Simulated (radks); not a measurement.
Excited configurations of neutral krypton: one electron is placed in a higher orbital outside [Ar] 3d10 4s2 4p5. The ground configuration is [Kr]. All-electron calculation, Dirac Kohn-Sham, PBE, spin-unpolarised, spherical densities, point nucleus; open shells fill j = l - 1/2 first. Program: a radial shooting solver on a logarithmic mesh with Libxc functionals. Excitation = E - E(ground); binding = E(ion) - E, where the ion is the core of charge +1; n* = 1/sqrt(2 binding) in atomic units, and the quantum defect is n - n*.

| outer orbital | excitation (eV) | binding (eV) | quantum defect | eigenvalue (eV) | <r> (bohr) |
|---|---|---|---|---|---|
| 4d3/2 | 12.144 | 1.913 | 1.333 | -0.629 | 7.892 |
| 4f5/2 | 13.149 | 0.909 | 0.131 | -0.436 | 17.44 |
| 5s1/2 | 10.054 | 4.004 | 3.157 | -2.163 | 5.437 |
| 5p1/2 | 11.470 | 2.588 | 2.707 | -1.329 | 7.377 |
| 5d3/2 | 12.803 | 1.255 | 1.707 | -0.656 | 14.49 |
| 6s1/2 | 12.229 | 1.829 | 3.272 | -1.101 | 11.87 |
| 6p1/2 | 12.679 | 1.379 | 2.859 | -0.810 | 14.98 |
| 6d3/2 | 13.256 | 0.801 | 1.879 | -0.482 | 24.88 |
| 6f5/2 | 13.606 | 0.452 | 0.511 | -0.285 | 44.33 |
| 7s1/2 | 13.013 | 1.045 | 3.392 | -0.665 | 21.04 |
| 7p1/2 | 13.208 | 0.850 | 2.998 | -0.536 | 25.27 |

The Delta-SCF ionisation energy is 14.057 eV (NIST Atomic Spectra Database: 14.000 eV, measured). Self-interaction in the functional shifts the binding energies and quantum defects, so they are the method's values and not measured ones. Spin polarisation and multiplet splitting are left out, so open shells lie too high by an amount that depends on their filling.

Beside tabulated values, note that spin-unpolarised runs miss the spin-polarisation part of the exchange energy of open shells.
